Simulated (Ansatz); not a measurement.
Input for Ansatz (an electronic-structure program): R-PBE0/def2-TZVPP on BGe2H7 (SMILES [GeH3][BH][GeH3]), a point of a torsion scan.

Ansatz 0.2 input:
```yaml
crystal:
  periodic: [false, false, false]
  atoms:
    - {symbol: Ge, position_ang: [1.70781593, 0.21493482, 0.24451789]}
    - {symbol: B, position_ang: [0.17423801, -0.17070967, -0.96964900]}
    - {symbol: Ge, position_ang: [-0.02136444, -1.90172547, -1.93978344]}
    - {symbol: H, position_ang: [2.93403628, -0.62434638, 0.06661393]}
    - {symbol: H, position_ang: [2.22623357, 1.62081023, 0.21735884]}
    - {symbol: H, position_ang: [1.36315139, 0.01842707, 1.68989572]}
    - {symbol: H, position_ang: [-0.66565395, 0.63441318, -1.09293954]}
    - {symbol: H, position_ang: [-0.11269650, -1.76140094, -3.42947545]}
    - {symbol: H, position_ang: [-1.27710516, -2.64952621, -1.60794997]}
    - {symbol: H, position_ang: [1.05902192, -2.91878324, -1.74649061]}
basis:
  gaussian:
    orbitals: def2-TZVPP
hamiltonian:
  xc: {name: PBE0}
scf: {lower_state_search: off}
```

It printed:

```
WARN ansatz: RAYON_NUM_THREADS=1 ignored (pool sized by the plan → 1); use --threads N
Functional definition: PBE0
these checks for a lower state are left out or cut short: stability, starts, cluster_reference, orbital_swaps, neighbouring_geometries, increment
integrals: 0.16 GiB planned
1384 factors; their error is unknown
mean field: 1.37 GiB planned
mean field evaluation 1: about -113808.3905 eV, gradient 2.6e1 eV
mean field evaluation 2: about -113808.8052 eV, gradient 2.3e1 eV
mean field evaluation 4: about -113809.4589 eV, gradient 3.7e-1 eV
mean field evaluation 8: about -113809.4583 eV, gradient 3.6e-2 eV
mean field evaluation 16: about -113809.9957 eV, gradient 2.1e-5 eV
mean field -113809.99566557 eV, -4182.4401975241 hartree, gradient 1.6e-6 eV, S^2 0.000000; 0 other end points of the search recorded, 0 dependent functions left out
reference -113809.99570084 eV, -4182.4401988201 hartree; 38, 38 occupied and 187, 187 virtual orbitals, 1384 factors
Total energy: -113809.99570084 eV, -4182.4401988201 hartree
Checks for a lower state left out: stability, starts, cluster_reference, orbital_swaps, neighbouring_geometries, increment
```

The run converged.

Cost: about 4 core-seconds (a rough figure).
